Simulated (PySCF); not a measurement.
# Unknown compound

The spectra below were simulated for a compound C5H8FNO2.

1H NMR (600 MHz, computed): δ 6.51 (m, 1H), 5.50 (br, 1H), 3.94 (s, 3H), 1.92 (s, 3H).

13C{1H} NMR (computed): δ 164.7 (C), 162.3 (C), 90.1 (CH), 54.8 (CH3), 24.2 (CH3).

All values are calculated (PySCF): GFN2-xTB structure, shieldings: GIAO PBE0/pcSseg-1. No relativistic terms, fast rotation and ring inversion assumed for equivalent nuclei, one conformer, no solvent model.

δ = σ(ref) − σ, references computed at the same level: 1H and 13C against TMS.

**Question.** Propose a structure and justify it.

**Answer.** 
1. The formula gives 2 degrees of unsaturation (no ring in the answer).
2. 5 carbon signals for 5 carbons: no two carbons are equivalent.
3. Carbon types of the structure: 2 × C, 1 × CH, 2 × CH3, leaving 1 H on heteroatoms.
4. δC 164.7: amide carbonyl carbon; lone-pair donation from the attached heteroatom keeps it upfield of a ketone carbonyl.
5. δC 162.3: alkene carbon bearing oxygen; an sp2 carbon further deshielded by the attached heteroatom.
6. δC 90.1: alkene carbon bearing nitrogen.
7. δC 54.8: methyl carbon bonded to O; the inductive effect lowers its shielding.
8. δC 24.2: methyl carbon α to a carbonyl; the adjacent C=O deshields it moderately.
9. δH 6.51: hydrogen on an alkene carbon bearing nitrogen; a vinylic proton, deshielded by the sp2 carbon and the C=C anisotropy.
10. δH 1.92: hydrogen on a methyl carbon α to a carbonyl; α to C=O.

These data were computed for SMILES CO/C(F)=C\NC(C)=O.

The shifts were computed for this structure.

OH/NH shifts are gas-phase values; hydrogen bonding in solution moves them, usually downfield. Amide-type NH protons are broadened by 14N but still split neighbouring CH signals. Splittings by 19F in the carbon and heteronuclear signals aren't shown, as no couplings were computed. Shifts are as computed. Against solution values, carbons near 30 ppm lie about +3 ppm off and those near 130 ppm about +5 ppm. Of 1211 compounds with measured shifts, 218 miss one by over three times the rms of a fit or turn the order of signals round; such compounds aren't used in these exercises. Hydrogen bonding in solution deshields acid and N–H amide carbonyl carbons by as much as 10 ppm beyond these values. Multiplicities follow the n + 1 count of equivalent neighbours, as no J values were calculated; m marks all less simple cases, F and P coupling included.
